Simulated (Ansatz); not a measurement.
Reaction (formal exchange of groups at the Si–Se bond): `CS[SiH2][SeH]` + `CCCO` → `CC[SiH2]SC` + `OC[SeH]`

Computed with Ansatz on PBE0-D4/def2-TZVP structures; ΔE is electronic, products minus reactants. CCSD(T)/CBS is the MP2 limit (def2-TZVPP, def2-QZVPP) plus CCSD(T) − MP2 in def2-TZVPP, frozen cores. DFT in def2-TZVPP. B3LYP here is the variant with VWN-RPA as its local correlation; programs differ in this. For Se outer-core shells are correlated without core-valence functions, which leaves a few kJ/mol of doubt a bond. Scalar relativity is left out up to krypton. Each species was taken in one conformer, which may not be the lowest.

`CS[SiH2][SeH]`:

Cartesian coordinates in Å:
```
C 0.184 1.721 -0.135
S -0.020 0.816 1.425
Si 0.075 -1.176 0.715
Se -1.570 -1.617 -0.816
H 0.024 2.775 0.090
H 1.190 1.589 -0.533
H -0.555 1.392 -0.866
H 1.360 -1.477 0.033
H -0.094 -2.012 1.926
H -0.595 -2.011 -1.839
```

`CCCO`:

```xyz
12

C    -0.427   -1.135    0.924
C    -0.531   -0.084   -0.167
C     0.793    0.606   -0.430
O     0.733    1.549   -1.479
H    -0.092   -0.697    1.868
H    -1.389   -1.617    1.106
H     0.289   -1.916    0.651
H    -1.277    0.670    0.115
H    -0.881   -0.534   -1.101
H     1.161    1.072    0.497
H     1.542   -0.129   -0.736
H     0.079    2.214   -1.248
```

`CC[SiH2]SC`:

Z-matrix (Å, degrees):
```
C
C 1 1.524
H 1 1.093 2 111.2
H 1 1.093 2 111.6 3 -120.5
H 1 1.093 2 111.3 3 119.3
Si 2 1.875 1 113.9 3 -58.8
H 2 1.097 1 110.9 3 -179.6
H 2 1.096 1 110.7 3 63.5
S 6 2.132 2 112.9 1 58.0
H 6 1.491 2 109.2 1 -179.9
H 6 1.487 2 110.9 1 -58.8
C 9 1.816 6 99.5 2 63.9
H 12 1.090 9 111.0 6 56.2
H 12 1.090 9 106.9 6 174.7
H 12 1.090 9 111.4 6 -66.7
```

`OC[SeH]`:

```xyz
7

O     0.497    0.525   -1.224
C     0.429    0.304    0.146
Se   -0.186   -1.494    0.672
H    -0.371    0.372   -1.608
H    -0.214    1.017    0.669
H     1.442    0.386    0.535
H    -1.597   -1.109    0.810
```

```tsv
level	ΔE (kcal/mol)	difference from CCSD(T)/CBS
ωB97X-V	18.6	-0.7
ωB97M-V	18.3	-1.0
r2SCAN	18.5	-0.8
PBE0	19.1	-0.2
B3LYP	18.1	-1.2
HF/def2-TZVPP	21.1	1.8
CCSD(T)/def2-TZVPP	18.3	-1.0
HF/def2-QZVPP	21.0	1.7
HF/CBS(def2)	21.0	1.7
MP2/CBS(def2)	19.7	0.4
CCSD(T)/CBS	19.3	0
```

Largest T1 diagnostic among the species: 0.010.

In def2-TZVPP, CCSD(T) changes the Hartree–Fock value by −2.8 kcal/mol (the triples alone add −0.5 kcal/mol) and MP2 by −2.4 kcal/mol. From PBE to PBE0 (25 % exact exchange), in def2-TZVPP and without D4, ΔE moves by +1.5 kcal/mol.
